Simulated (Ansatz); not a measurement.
Spectroscopic constants of CoS, multiplicity 4 (the spin of the measured ground state). No spin–orbit coupling. Co is treated without relativity.

D_e counts from the fitted minimum to each atom's lowest state at the same level, without counterpoise.

Codes used: Ansatz (an electronic-structure program) with Gaussian orbitals. Each number belongs to the level named beside it.

Problem. What is the computed bond energy D_e (BHLYP/def2-TZVPP)?

Solution. 50.4 kcal/mol

Problem. Give the bond energy D_e at the level B97M-V/def2-TZVPP.

Solution. 84.7 kcal/mol

Problem. Give the bond energy D_e at the level B3LYP/def2-TZVPP.

Solution. 77.8 kcal/mol
